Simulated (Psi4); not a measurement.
dimethylsulfoxide (C2H6OS), singlet, at a GFN2-xTB geometry; PBE0/6-31G* (Psi4).

Psi4 was given this input:
```
memory 2 GB

molecule mol {
0 1
  S    -0.006382    0.257897   -0.455835
  O    -0.012849    1.457810    0.378576
  C     1.370763   -0.798195    0.187247
  C    -1.350002   -0.827729    0.208628
  H     1.279876   -0.896771    1.263088
  H    -2.298108   -0.352210   -0.019971
  H     1.324893   -1.764772   -0.300458
  H     2.304614   -0.302248   -0.056141
  H    -1.290832   -1.793166   -0.279902
  H    -1.240103   -0.924125    1.282891
}

set basis 6-31g*
set reference rks
set dft_pruning_scheme robust

energy('pbe0')
print_variables()
```

It wrote (shortened):

```
   => Loading Basis Set <=

    Name: 6-31G*
    Role: ORBITAL
    Keyword: BASIS

         ---------------------------------------------------------
                                   SCF
               by Justin Turney, Rob Parrish, Andy Simmonett
                          and Daniel G. A. Smith
                              RKS Reference
         ---------------------------------------------------------

  ==> Geometry <==

    Molecular point group: c1
    Full point group: C1

    Geometry (in Angstrom), charge = 0, multiplicity = 1:

       Center              X                  Y                   Z               Mass
    ------------   -----------------  -----------------  -----------------  -----------------
         S           -0.005363415922     0.181353534512    -0.431943040314    31.972071174400
         O           -0.011830415922     1.381266534512     0.402467959686    15.994914619570
         C            1.371781584078    -0.874738465488     0.211138959686    12.000000000000
         C           -1.348983415922    -0.904272465488     0.232519959686    12.000000000000
         H            1.280894584078    -0.973314465488     1.286979959686     1.007825032230
         H           -2.297089415922    -0.428753465488     0.003920959686     1.007825032230
         H            1.325911584078    -1.841315465488    -0.276566040314     1.007825032230
         H            2.305632584078    -0.378791465488    -0.032249040314     1.007825032230
         H           -1.289813415922    -1.869709465488    -0.256010040314     1.007825032230
         H           -1.239084415922    -1.000668465488     1.306782959686     1.007825032230

  Running in c1 symmetry.

  Rotational constants: A =      0.23071  B =      0.22471  C =      0.13869 [cm^-1]
  Rotational constants: A =   6916.58374  B =   6736.51536  C =   4157.91795 [MHz]
  Nuclear repulsion =  183.517465013065248

  Charge       = 0
  Multiplicity = 1
  Electrons    = 42
  Nalpha       = 21
  Nbeta        = 21

  ==> Algorithm <==

  SCF Algorithm Type is DF.
  DIIS enabled.
  MOM disabled.
  Fractional occupation disabled.
  Guess Type is SAD.
  Energy threshold   = 1.00e-06
  Density threshold  = 1.00e-06
  Integral threshold = 1.00e-12

  ==> Primary Basis <==

  Basis Set: 6-31G*
    Blend: 6-31G*
    Number of shells: 38
    Number of basis functions: 76
    Number of Cartesian functions: 76
    Spherical Harmonics?: false
    Max angular momentum: 2

  ==> DFT Potential <==

   => LibXC <=

    Version 7.1.2
    S. Lehtola, C. Steigemann, M. J. T. Oliveira, and M. A. L. Marques,  SoftwareX 7, 1–5 (2018) (10.1016/j.softx.2017.11.002)

   => Composite Functional: PBE0 <=

    PBE0 Hyb-GGA Exchange-Correlation Functional

    C. Adamo and V. Barone,  J. Chem. Phys. 110, 6158 (1999) (10.1063/1.478522)
    M. Ernzerhof and G. E. Scuseria,  J. Chem. Phys. 110, 5029 (1999) (10.1063/1.478401)

    Deriv               =              1
    GGA                 =           TRUE
    Meta                =          FALSE

    Exchange Hybrid     =           TRUE
    MP2 Hybrid          =          FALSE

   => Exchange Functionals <=

    0.7500   Perdew, Burke & Ernzerhof

   => Exact (HF) Exchange <=

    0.2500               HF

   => Correlation Functionals <=

    1.0000   Perdew, Burke & Ernzerhof

   => LibXC Density Thresholds  <==

    XC_HYB_GGA_XC_PBEH:  1.00E-15

   => Molecular Quadrature <=

    Radial Scheme          =       TREUTLER
    Pruning Scheme         =         ROBUST
    Pruning Type           =         REGION
    Nuclear Scheme         =       TREUTLER

    Blocking Scheme        =         OCTREE
    BS radius alpha        =              1
    Pruning alpha          =              1
    Radial Points          =             75
    Spherical Points       =            302
    Total Points           =         146751
    Total Blocks           =           1180
    Max Points             =            256
    Max Functions          =             75
    Weights Tolerance      =       1.00E-15

   => Loading Basis Set <=

    Name: (6-31G* AUX)
    Role: JKFIT
    Keyword: DF_BASIS_SCF

  ==> Integral Setup <==

  SCF_SUBTYPE=INCORE selected. In-core MEM_DF algorithm will be used.
  Using in-core AOs.

  ==> MemDFJK: Density-Fitted J/K Matrices <==

    J tasked:                   Yes
    K tasked:                   Yes
    wK tasked:                   No
    Algorithm:                 Core
    Schwarz Cutoff:           1E-12
    Mask sparsity (%):       0.2078
    Fitting Condition:        1E-10

   => Auxiliary Basis Set <=

  Basis Set: (6-31G* AUX)
    Blend: CC-PVDZ-JKFIT
    Number of shells: 162
    Number of basis functions: 523
    Number of Cartesian functions: 523
    Spherical Harmonics?: false
    Max angular momentum: 3

  Minimum eigenvalue in the overlap matrix is 4.5823680876E-03.
  Reciprocal condition number of the overlap matrix is 7.1938907193E-04.
    Using symmetric orthogonalization.

  ==> Pre-Iterations <==

  SCF Guess: Superposition of Atomic Densities via on-the-fly atomic UHF (no occupation information).

   -------------------------
    Irrep   Nso     Nmo
   -------------------------
     A         76      76
   -------------------------
    Total      76      76
   -------------------------

  ==> Iterations <==

                           Total Energy        Delta E     RMS |[F,P]|

   @DF-RKS iter SAD:  -552.47860898097997   -5.52479e+02   0.00000e+00
   @DF-RKS iter   1:  -552.54558227309747   -6.69733e-02   1.09133e-02 DIIS/ADIIS
   @DF-RKS iter   2:  -552.21542549340597    3.30157e-01   1.60536e-02 DIIS/ADIIS
   @DF-RKS iter   3:  -552.81124627104577   -5.95821e-01   3.72909e-03 DIIS/ADIIS
   @DF-RKS iter   4:  -552.84677080262259   -3.55245e-02   8.65921e-04 DIIS/ADIIS
   @DF-RKS iter   5:  -552.84865475120591   -1.88395e-03   1.79096e-04 DIIS/ADIIS
   @DF-RKS iter   6:  -552.84875719102104   -1.02440e-04   3.61513e-05 DIIS
   @DF-RKS iter   7:  -552.84876123399749   -4.04298e-06   5.86049e-06 DIIS
   @DF-RKS iter   8:  -552.84876133790021   -1.03903e-07   1.07015e-06 DIIS
   @DF-RKS iter   9:  -552.84876134170918   -3.80896e-09   2.74055e-07 DIIS
  Energy and wave function converged.

  ==> Post-Iterations <==

   Electrons on quadrature grid:
      Ntotal   =   41.9999969655 ; deviation = -3.034e-06

    Orbital Energies [Eh]
    ---------------------

    Doubly Occupied:

       1A    -89.142603     2A    -19.175224     3A    -10.254832
       4A    -10.254826     5A     -8.097108     6A     -6.034334
       7A     -6.033332     8A     -6.027637     9A     -1.049556
      10A     -0.804998    11A     -0.738316    12A     -0.618395
      13A     -0.478706    14A     -0.468514    15A     -0.467963
      16A     -0.435652    17A     -0.415341    18A     -0.403472
      19A     -0.372337    20A     -0.274916    21A     -0.235203

    Virtual:

      22A      0.048698    23A      0.057219    24A      0.095282
      25A      0.118705    26A      0.137145    27A      0.154989
      28A      0.165418    29A      0.183925    30A      0.197188
      31A      0.350479    32A      0.372108    33A      0.443793
      34A      0.465535    35A      0.501163    36A      0.532393
      37A      0.582526    38A      0.587131    39A      0.629227
      40A      0.759810    41A      0.792767    42A      0.817507
      43A      0.831745    44A      0.873202    45A      0.875718
      46A      0.905467    47A      0.924063    48A      0.924468
      49A      0.938258    50A      0.956495    51A      1.022331
      52A      1.093374    53A      1.110097    54A      1.217605
      55A      1.252440    56A      1.336695    57A      1.529473
      58A      1.655904    59A      1.684781    60A      1.728517
      61A      1.768779    62A      1.869568    63A      1.885923
      64A      2.093538    65A      2.095295    66A      2.130312
      67A      2.177820    68A      2.237739    69A      2.255606
      70A      2.271346    71A      2.291789    72A      2.836735
      73A      3.876855    74A      3.943825    75A      4.234719
      76A      4.241552

    Final Occupation by Irrep:
              A
    DOCC [    21 ]
    NA   [    21 ]
    NB   [    21 ]

  @DF-RKS Final Energy:  -552.84876134170918

   => Energetics <=

    Nuclear Repulsion Energy =            183.5174650130652481
    One-Electron Energy =               -1123.8471333645520644
    Two-Electron Energy =                 423.1335497012667020
    DFT Exchange-Correlation Energy =     -35.6526426914890990
    Empirical Dispersion Energy =           0.0000000000000000
    VV10 Nonlocal Energy =                  0.0000000000000000
    Total Energy =                       -552.8487613417091779

Computation Completed

Properties will be evaluated at   0.000000,   0.000000,   0.000000 [a0]

Properties computed using the SCF density matrix

 Multipole Moments:

 ------------------------------------------------------------------------------------
     Multipole            Electronic (a.u.)      Nuclear  (a.u.)        Total (a.u.)
 ------------------------------------------------------------------------------------

 L = 1.  Multiply by 2.5417464519 to convert [e a0] to [Debye]
 Dipole X            :         -0.0672140            0.0808473            0.0136333
 Dipole Y            :          4.6595015           -6.0751474           -1.4156459
 Dipole Z            :         -2.1167346            1.8962784           -0.2204562
 Magnitude           :                                                    1.4327736

 ------------------------------------------------------------------------------------

  Variable Map:
  ----------------------------------------------------------------------------
  "CURRENT ENERGY"              =>    -552.848761341709
  "CURRENT REFERENCE ENERGY"    =>    -552.848761341709
  "DD SOLVATION ENERGY"         =>       0.000000000000
  "DFT FUNCTIONAL TOTAL ENERGY" =>    -552.848761341709
  "DFT TOTAL ENERGY"            =>    -552.848761341709
  "DFT VV10 ENERGY"             =>       0.000000000000
  "DFT XC ENERGY"               =>     -35.652642691489
  "GRID ELECTRONS ALPHA"        =>      20.999998482766
  "GRID ELECTRONS BETA"         =>      20.999998482766
  "GRID ELECTRONS TOTAL"        =>      41.999996965532
  "NUCLEAR REPULSION ENERGY"    =>     183.517465013065
  "ONE-ELECTRON ENERGY"         =>   -1123.847133364552
  "PCM POLARIZATION ENERGY"     =>       0.000000000000
  "PE ENERGY"                   =>       0.000000000000
  "SCF ITERATION ENERGY"        =>    -552.848761341709
  "SCF ITERATIONS"              =>       9.000000000000
  "SCF TOTAL ENERGY"            =>    -552.848761341709
  "TWO-ELECTRON ENERGY"         =>     423.133549701267
  "XC GRID RADIAL POINTS"       =>      75.000000000000
  "XC GRID SPHERICAL POINTS"    =>     302.000000000000
  "XC GRID TOTAL POINTS"        =>  146751.000000000000

  Array Variable Map:
  ----------------------------------------------------------------------------
  "CURRENT DIPOLE"              =>       0.013633263156 ... -0.220456234314 1 by 3
  "SCF DIPOLE"                  =>       0.013633263156 ... -0.220456234314 1 by 3
  "SCF TOTAL ENERGIES"          =>    -552.478608980980 ... -552.848761341709 1 by 10
```
